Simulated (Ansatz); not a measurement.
One change: `[Cl][Hf]([Cl])([Cl])[Br]` becomes `[NH2][Hf]([Cl])([Cl])[Cl]`.

Ansatz, PBE0-D4/def2-TZVP geometries, multiplicity 1. Each molecule was computed in one conformer, which needn't be the lowest.

Elements past krypton have def2 core potentials. Scalar relativity is left out up to krypton.

```csv
property,`[Cl][Hf]([Cl])([Cl])[Br]`
LUMO energy (B3LYP/def2-TZVPP) / eV,-2.36
LUMO energy (PBE/def2-TZVPP) / eV,-2.97
HOMO–LUMO gap (PBE0/def2-TZVPP) / eV,7.04
size of the dipole moment (B3LYP/def2-TZVPP) / D,0.06
HOMO–LUMO gap (B3LYP/def2-TZVPP) / eV,6.57
HOMO energy (PBE/def2-TZVPP) / eV,-7.92
```

(1) Give the same properties after the change, and the shifts. (An estimate is asked.)

Answers

(1) Computed: 
```csv
property,`[NH2][Hf]([Cl])([Cl])[Cl]`,shift
LUMO energy (B3LYP/def2-TZVPP) / eV,-1.82,0.54
LUMO energy (PBE/def2-TZVPP) / eV,-2.47,0.50
HOMO–LUMO gap (PBE0/def2-TZVPP) / eV,6.71,-0.33
size of the dipole moment (B3LYP/def2-TZVPP) / D,2.66,2.60
HOMO–LUMO gap (B3LYP/def2-TZVPP) / eV,6.24,-0.33
HOMO energy (PBE/def2-TZVPP) / eV,-6.92,1.00
```

With PBE0 the HOMO rises by 0.90 eV and the LUMO rises by 0.57 eV, so the gap narrows by about 0.33 eV. PBE moves the HOMO by 1.00 eV and ωB97M-V by 0.76 eV. Dipoles are sizes alone; their direction can turn.

B3LYP here is the variant with VWN-RPA as its local correlation; programs differ in this.

Spin–orbit coupling is left out; it splits and shifts lone-pair levels of the heavy atoms by tenths of an eV.
